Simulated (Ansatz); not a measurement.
**Swapping H for SiH3 on Sn: the HOMO–LUMO gap**

Gas-phase molecules. On one Sn centre, n of the H ligands are replaced by SiH3. The HOMO–LUMO gap y in eV at wB97M-V/def2-TZVPP. Shapes: PBE0-D4/def2-TZVP. Programs: Ansatz 0.2.0.

```
   molecule  n  y (eV)
       SnH4  0   13.41
 SiH3(SnH3)  1       ?
SnH2(SiH3)2  2   10.75
 SnH(SiH3)3  3   10.68
  Sn(SiH3)4  4   10.67
```

Question: Fit y = c + s·n to the known rows and predict SiH3(SnH3).

Answer: 
1. Means of the 4 rows: n = 2.25000, y = 11.377.
2. Σ(Δn)² = 8.75, Σ(Δn·Δy) = -6.1775, so the slope is -6.1775/8.75 = -0.706.
3. Intercept: 11.377 − (-0.706) × 2.25000 = 12.966. The largest residual of the fit is 0.80.
4. SiH3(SnH3): 12.966 + (-0.706) × 1 = 12.26 eV.

The run gave 11.35 eV, so the prediction is off by +0.91 eV, about the largest residual. The step per swap changes from -2.06 to -0.01 eV along the series, so a line misses the bend. Other levels give for SiH3(SnH3): PBE0-D4/def2-TZVPP 7.93; r2SCAN0-D4/def2-TZVPP 8.35 eV. Orbital gaps aren't excitation energies, and the LUMO depends on the basis. For atoms past krypton def2 sets carry core potentials with scalar relativity.
